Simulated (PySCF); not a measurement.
SiH₂F₂, SMILES F[SiH2]F.

Coordinates come from a TPSSh-D3(BJ)/def2-TZVP optimisation.

Method: TPSSh-D3(BJ)/def2-TZVP run with PySCF.

Frequencies are harmonic and unscaled.

Computed normal modes with their intensities:
| mode | ν (cm⁻¹) | IR (km/mol) | Raman (Å⁴/amu) | depolarisation | moving atoms (share of kinetic energy) |
|---|---|---|---|---|---|
| 1 | 312 | 16.6 | 0.7 | 0.73 | F 77 %, Si 21 % |
| 2 | 707 | 125.4 | 3.9 | 0.75 | H 71 %, Si 20 %, F 9 % |
| 3 | 732 | 0.0 | 9.4 | 0.75 | H 95 % |
| 4 | 858 | 67.1 | 5.3 | 0.14 | F 67 %, Si 27 % |
| 5 | 897 | 0.1 | 5.3 | 0.75 | H 58 %, F 34 % |
| 6 | 978 | 295.7 | 0.1 | 0.75 | Si 42 %, H 35 %, F 23 % |
| 7 | 989 | 126.4 | 7.7 | 0.70 | H 91 %, Si 9 % |
| 8 | 2301 | 54.9 | 172.3 | 0.09 | H 98 % |
| 9 | 2311 | 141.5 | 35.0 | 0.75 | H 95 % |
